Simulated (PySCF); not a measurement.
Delta-SCF ions had no search for a lower state. Excitations are Tamm–Dancoff values on a coarser integration grid. The basis has no diffuse functions, so Rydberg states are missing or too high.

**C$_{4}$H$_{4}$BFO, SMILES `Bc1cc(F)co1` (charge 0, multiplicity 1)**

Computed with M06-2X/def2-TZVP // B3LYP-D3(BJ)/def2-SVP in PySCF.

* **HOMO**: -8.36 eV
* **dipole moment**: 0.60 D
* **HOMO–LUMO gap**: 6.99 eV
* **LUMO**: -1.37 eV
* **S1 excitation (TDA)**: 5.09 eV
* **S1 oscillator strength**: 0.445
* **brightest of the four lowest singlets (TDA)**: 5.09 eV
* **T1 excitation (TDA)**: 3.16 eV
* **S1–T1 gap (TDA)**: 1.93 eV
* **vertical ionisation energy (Delta-SCF)**: 9.41 eV
* **total energy**: -354.7000 Ha
* **cost**: around 17 core-minutes (rough)

```xyz
11

B      2.1368    -0.1602    -0.0473
C      0.6233    -0.0904    -0.0190
C     -0.2599     0.9752     0.1195
C     -1.5597     0.4289     0.0722
F     -2.7061     1.0918     0.1669
C     -1.4240    -0.9325    -0.0923
O     -0.1273    -1.2482    -0.1479
H      2.6985    -1.2162    -0.1808
H      2.7602     0.8645     0.0663
H      0.0115     2.0214     0.2406
H     -2.1533    -1.7342    -0.1783
```
